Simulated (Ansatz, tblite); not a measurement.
Removing and adding an electron: the cluster SiAu4 (the lowest singlet isomer of a short search). Total charge 0; singlet. Geometry: r2SCAN-D4/def2-SVP. Ansatz, gas phase; energy differences of separate SCF runs; the oxidised species was run as a doublet alone; the reduced species was run as a doublet alone.

```xyz
5

Au   -1.510    0.138   -1.580
Au   -0.643   -0.230    2.081
Au    2.055    0.629   -0.424
Au    0.284   -1.538   -0.222
Si   -0.185    1.001    0.145
```

In the def2 sets Au takes a core potential; there is no spin–orbit coupling. The xTB rows come from tblite. The structure comes from a short search, and lower isomers may exist.

```json
{"level": "GFN1-xTB", "−HOMO (eV)": "10.64", "vertical IE (eV)": "13.13", "−LUMO (eV)": "8.89", "vertical EA (eV)": "–", "HOMO–LUMO gap (eV)": "1.75", "IE − EA (eV)": "–"}
{"level": "GFN2-xTB", "−HOMO (eV)": "8.21", "vertical IE (eV)": "11.02", "−LUMO (eV)": "5.19", "vertical EA (eV)": "2.75", "HOMO–LUMO gap (eV)": "3.02", "IE − EA (eV)": "8.27"}
{"level": "PBE-D4/def2-TZVP", "−HOMO (eV)": "5.78", "vertical IE (eV)": "8.05", "−LUMO (eV)": "3.89", "vertical EA (eV)": "–", "HOMO–LUMO gap (eV)": "1.89", "IE − EA (eV)": "–"}
{"level": "PBE-D4/def2-TZVPD", "−HOMO (eV)": "5.76", "vertical IE (eV)": "–", "−LUMO (eV)": "3.88", "vertical EA (eV)": "1.98", "HOMO–LUMO gap (eV)": "1.88", "IE − EA (eV)": "–"}
{"level": "r2SCAN-D4/def2-TZVP", "−HOMO (eV)": "5.82", "vertical IE (eV)": "7.93", "−LUMO (eV)": "3.74", "vertical EA (eV)": "–", "HOMO–LUMO gap (eV)": "2.08", "IE − EA (eV)": "–"}
{"level": "r2SCAN-D4/def2-TZVPD", "−HOMO (eV)": "5.80", "vertical IE (eV)": "–", "−LUMO (eV)": "3.72", "vertical EA (eV)": "1.96", "HOMO–LUMO gap (eV)": "2.07", "IE − EA (eV)": "–"}
{"level": "PBE0-D4/def2-TZVP", "−HOMO (eV)": "6.37", "vertical IE (eV)": "7.90", "−LUMO (eV)": "3.04", "vertical EA (eV)": "–", "HOMO–LUMO gap (eV)": "3.33", "IE − EA (eV)": "–"}
{"level": "PBE0-D4/def2-TZVPD", "−HOMO (eV)": "6.35", "vertical IE (eV)": "–", "−LUMO (eV)": "3.03", "vertical EA (eV)": "1.74", "HOMO–LUMO gap (eV)": "3.32", "IE − EA (eV)": "–"}
```

 Raw xTB energy differences between charge states are shifted by several eV; the methods need an empirical correction for them.
